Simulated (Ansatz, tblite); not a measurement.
Removing an electron: BeBr₂. Charge 0, multiplicity 1. Geometry: PBE0-D4/def2-TZVP. Ansatz, gas phase; energy differences of separate SCF runs; the oxidised species was run as a doublet alone.

Cartesian coordinates in Å:
```
Be 0.000 0.000 0.000
Br -0.212 1.201 -1.524
Br 0.212 -1.201 1.524
```

The xTB rows come from tblite. Correlated methods freeze 18 core orbitals; core or outer-core shells of Br are correlated, in sets that lack core-valence functions. In CCSD on the charge 1 doublet the largest single amplitude is 0.37, so its Hartree–Fock determinant may place the open shell otherwise than the density functionals do. HOMO above LUMO, or a gap near zero within one spin, warns that the state may not be the lowest or that an electron is smeared out.

| level | −HOMO (eV) | vertical IE (eV) | −LUMO (eV) | HOMO–LUMO gap (eV) | remarks |
| --- | --- | --- | --- | --- | --- |
| GFN1-xTB | 11.05 | 15.40 | 5.19 | 5.86 | – |
| GFN2-xTB | 12.20 | 15.56 | 6.28 | 5.92 | – |
| HF/def2-TZVPP | – | 10.64 | – | – | – |
| PBE-D4/def2-TZVP | 7.59 | 10.61 | 1.32 | 6.27 | gap within one spin near zero (+1 doublet) |
| r2SCAN-D4/def2-TZVP | 7.93 | 10.86 | 0.89 | 7.04 | – |
| PBE0-D4/def2-TZVP | 8.86 | 10.99 | 0.58 | 8.28 | – |
| MP2/def2-TZVPP | – | 11.62 | – | – | – |
| CCSD/def2-TZVPP | – | 11.40 | – | – | – |
| CCSD(T)/def2-TZVPP | – | 11.37 | – | – | – |

Relaxing the oxidised species (PBE0-D4/def2-TZVP) changes its energy by -0.01 eV at PBE0-D4/def2-TZVP, so the adiabatic ionisation energy to this nearest minimum is 10.98 eV. At PBE-D4/def2-TZVP it is 10.59 eV.    Raw xTB energy differences between charge states are shifted by several eV; the methods need an empirical correction for them.
